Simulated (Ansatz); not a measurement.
Complex (SMILES): F (HF) with C[SiH3] (CH3-SiH3), atoms 1 to 2 the first; geometry from B3LYP-D3(BJ)/def2-TZVP, monomers rigid:
```xyz
10

F     -0.8072     1.2098    -1.0332
H     -0.8337     1.4847    -0.1466
C     -0.8969     2.1476     1.9988
Si    -0.9462     2.6964     3.7994
H     -1.4172     2.8789     1.3758
H      0.1409     2.0657     1.6668
H     -1.3852     1.1755     1.8964
H     -0.2415     1.7083     4.6485
H     -0.2858     4.0143     3.9445
H     -2.3510     2.8086     4.2554
```

Basis-set convergence of the counterpoise-corrected interaction energy at MP2 with Ansatz (a program for electronic structure). Cartesian d functions, on some or all atoms, in 6-31G**; all else is spherical. Cores are frozen. No added dispersion term, no relativity. Functions are those of the species that has most. Reference: Hartree-Fock in aug-cc-pV(Q+d)Z plus the correlation part extrapolated as X^-3 from aug-cc-pV(T+d)Z and aug-cc-pV(Q+d)Z, -2.09 kcal/mol, itself unsure by roughly 0.02 kcal/mol (a third of the extrapolation step and of the last Hartree-Fock step). Deviations are taken from unrounded values.

```
basis            functions  counterpoise-corrected interaction energy (kcal/mol)  minus reference (kcal/mol)
---------------  ---------  ----------------------------------------------------  --------------------------
def2-SVP                81                                                 -0.56                        1.53
6-31G**                 84                                                 -0.61                        1.48
cc-pV(D+d)Z             86                                                 -0.49                        1.60
6-311++G(2d,2p)        159                                                 -1.53                        0.56
def2-TZVPD             183                                                 -1.64                        0.45
def2-TZVPPD            244                                                 -1.81                        0.28
aug-pcseg-2            303                                                 -1.80                        0.29
def2-QZVPPD            436                                                 -1.96                        0.13
pcseg-4                734                                                 -2.04                        0.05
```

Of the sets listed that have larger relatives (same family, alike in diffuse functions), none stays within 0.2 kcal/mol of the reference together with them. Inside, with no larger relative to test it: def2-QZVPPD, pcseg-4.
